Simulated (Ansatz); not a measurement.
Total energies of BH2(NCO) (CH2BNO) from Ansatz at CCSD(T)/def2-TZVPP, gas phase (1 Eh = 27.2114 eV = 2625.5 kJ/mol). The reference geometry is relaxed at PBE-D4/def2-TZVP.

```tsv
state	geometry	energy (Eh)
charge 0 singlet	reference	-193.84092
charge 1 doublet	reference	-193.43674
free B atom (doublet)	–	-24.59791
free H atom (doublet)	–	-0.49981
free N atom (quartet)	–	-54.51594
free C atom (triplet)	–	-37.78103
free O atom (triplet)	–	-74.97674
```

Correlated methods freeze 4 core orbitals. In CCSD on the charge 1 doublet the largest single amplitude is 0.20, so its Hartree–Fock determinant may place the open shell otherwise than the density functionals do.

Q: Work out the vertical ionisation energy to the doublet.

A: E(charge 1 doublet) − E(charge 0 singlet) = -193.43674 − (-193.84092) = 0.40418 Eh = 11.00 eV.

Q: What is the binding energy per atom against free atoms?

A: Atoms: 1 × (-24.59791) + 2 × (-0.49981) + 1 × (-54.51594) + 1 × (-37.78103) + 1 × (-74.97674) = -192.87124 Eh. Binding: -192.87124 − (-193.84092) = 0.96968 Eh = 26.39 eV, or 4.40 eV for each of 6 atoms (no zero-point energy, no counterpoise term).

At CCSD(T)/def2-TZVPP T1 of the charge 1 doublet is large (up to 0.047), so the single-reference result is doubtful. At CCSD(T)/def2-TZVPP the charge 1 doublet is spin-contaminated (final ⟨S²⟩ up to 0.92, 0.75 for a pure state).
